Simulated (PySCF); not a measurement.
B3LYP has the VWN-RPA correlation part, as in Gaussian. 

```xyz
10

C     -1.3041     0.0753     0.0881
C      0.0665    -0.0501    -0.5861
Si     1.5246     0.3815     0.5340
H     -1.3726    -0.5664     0.9691
H     -2.1092    -0.2105    -0.5919
H     -1.4934     1.0996     0.4143
H      0.2227    -1.0775    -0.9364
H      0.1143     0.5831    -1.4761
H      1.5271    -0.4637     1.7599
H      2.8242     0.2287    -0.1748
```

Charge 0, multiplicity 2.

**Question.** Give the Mulliken and meta-Löwdin atomic charges from B3LYP-D3(BJ)/def2-TZVP (PySCF).

**Answer.** 
```csv
atom,Mulliken (e),meta-Löwdin (e)
C1,-0.33,-0.32
C2,-0.27,-0.41
Si3,0.14,0.35
H4,0.11,0.11
H5,0.11,0.11
H6,0.11,0.11
H7,0.11,0.12
H8,0.11,0.12
H9,-0.05,-0.09
H10,-0.04,-0.09
```
